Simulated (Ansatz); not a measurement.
C4H5BO, SMILES C#CB1COC1.

Geometry: r2SCAN-D4/def2-SVP. The structure was generated by enumeration, and PubChem lists no compound with its InChIKey, so it may never have been made.

Two levels are set side by side: PBE/def2-TZVPD (Ansatz, a quantum-chemistry and plane-wave program) and PBE0/def2-TZVPD (Ansatz). Energy differences of separate SCF runs at the same geometry; the states with an electron removed or added have multiplicity 2 and 2. Differences are taken from unrounded values.

| quantity | PBE |
|---|---|
| vertical ionisation energy (eV) | 9.15 |
| vertical electron affinity (eV) | 0.39 |
| vertical singlet–triplet gap (eV) | 3.29 |

Problem. These are the PBE values. What does PBE0 give? (An estimate is asked for; the answer gives what the named calculation found.)

Solution. 
| quantity | PBE0 | PBE minus PBE0 |
|---|---|---|
| vertical ionisation energy (eV) | 9.52 | -0.37 |
| vertical electron affinity (eV) | 0.37 | 0.02 |
| vertical singlet–triplet gap (eV) | 3.62 | -0.33 |
